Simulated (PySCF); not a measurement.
# Spin-rotation constants: SMILES CNP1(=N)C=CC=C1, C5H9N2P

Molfile (atoms numbered from 1):
```
C5H9N2P
     RDKit          3D

 17 17  0  0  0  0  0  0  0  0999 V2000
    2.4861   -0.1224   -0.4090 C   0  0  0  0  0  0  0  0  0  0  0  0
    1.2393   -0.8295   -0.1412 N   0  0  0  0  0  0  0  0  0  0  0  0
    0.0611    0.1420    0.5561 P   0  0  0  0  0  5  0  0  0  0  0  0
    0.6682    0.9633    1.7391 N   0  0  0  0  0  0  0  0  0  0  0  0
   -0.7606    0.9715   -0.8502 C   0  0  0  0  0  0  0  0  0  0  0  0
   -1.9963    0.4842   -0.9906 C   0  0  0  0  0  0  0  0  0  0  0  0
   -2.3404   -0.6032   -0.0847 C   0  0  0  0  0  0  0  0  0  0  0  0
   -1.3719   -0.9681    0.7600 C   0  0  0  0  0  0  0  0  0  0  0  0
    2.9538    0.2688    0.4980 H   0  0  0  0  0  0  0  0  0  0  0  0
    2.2614    0.7169   -1.0664 H   0  0  0  0  0  0  0  0  0  0  0  0
    3.1770   -0.7965   -0.9157 H   0  0  0  0  0  0  0  0  0  0  0  0
    1.4019   -1.6373    0.4544 H   0  0  0  0  0  0  0  0  0  0  0  0
    0.0358    1.6014    2.1976 H   0  0  0  0  0  0  0  0  0  0  0  0
   -0.3417    1.7844   -1.4186 H   0  0  0  0  0  0  0  0  0  0  0  0
   -2.7150    0.8342   -1.7166 H   0  0  0  0  0  0  0  0  0  0  0  0
   -3.3164   -1.0622   -0.1341 H   0  0  0  0  0  0  0  0  0  0  0  0
   -1.4492   -1.7354    1.5119 H   0  0  0  0  0  0  0  0  0  0  0  0
  1  2  1  0
  2  3  1  0
  3  4  2  0
  3  5  1  0
  5  6  2  0
  6  7  1  0
  7  8  2  0
  8  3  1  0
  1  9  1  0
  1 10  1  0
  1 11  1  0
  2 12  1  0
  4 13  1  0
  5 14  1  0
  6 15  1  0
  7 16  1  0
  8 17  1  0
M  END
```

Computed with GIAO B3LYP/pcSseg-1 magnetisability, rotational g tensor and spin-rotation constants, non-relativistic, gas phase in PySCF 2.14.0. Geometry: GFN2-xTB.

(1) Give the nuclear spin-rotation constants along the inertial axes (H = +C I·J) beside the isotropic shieldings.

(2) How do the rotational constants and the g tensor change when H9, H10, H11, H12, H13, H14, H15, H16, H17 are replaced by deuterium?

Results:

(1) Rotational constants 3.2168, 1.4000, 1.3197 GHz. A star marks the isotopologue with that one atom substituted, in its own axes.
| atom | isotope | Caa (kHz) | Cbb (kHz) | Ccc (kHz) | mean (kHz) | σ (ppm) |
| --- | --- | --- | --- | --- | --- | --- |
| N2 | 14N | 0.174 | 0.070 | 0.046 | 0.097 | 220.7 |
| P3 | 31P | 5.636 | 2.263 | 2.304 | 3.401 | 269.0 |
| N4 | 14N | 0.155 | 0.055 | 0.050 | 0.087 | 232.6 |
| H9 | 1H | -0.153 | -0.033 | -0.104 | -0.097 | 28.1 |
| H10 | 1H | -0.283 | -0.087 | -0.038 | -0.136 | 29.4 |
| H11 | 1H | -0.200 | -0.091 | -0.058 | -0.116 | 29.0 |
| H12 | 1H | -0.366 | -0.118 | -0.034 | -0.173 | 30.4 |
| H13 | 1H | -0.315 | -0.110 | -0.083 | -0.169 | 32.0 |
| H14 | 1H | -0.287 | -0.053 | 0.011 | -0.110 | 25.6 |
| H15 | 1H | 0.008 | -0.040 | -0.110 | -0.047 | 25.2 |
| H16 | 1H | 0.223 | -0.154 | -0.090 | -0.007 | 25.2 |
| H17 | 1H | -0.356 | -0.007 | -0.016 | -0.127 | 26.1 |
| C1 | 13C* | 0.525 | 0.241 | 0.234 | 0.333 | 148.5 |
| C5 | 13C* | 1.081 | 0.470 | 0.429 | 0.660 | 43.6 |
| C6 | 13C* | 1.146 | 0.497 | 0.400 | 0.681 | 38.6 |

For the geometry as given, no vibrational averaging.

(2) Constants 2.6990, 1.1983, 1.1331 GHz; g -0.0365, -0.0112, -0.0093, against -0.0434, -0.0106, -0.0132 before.
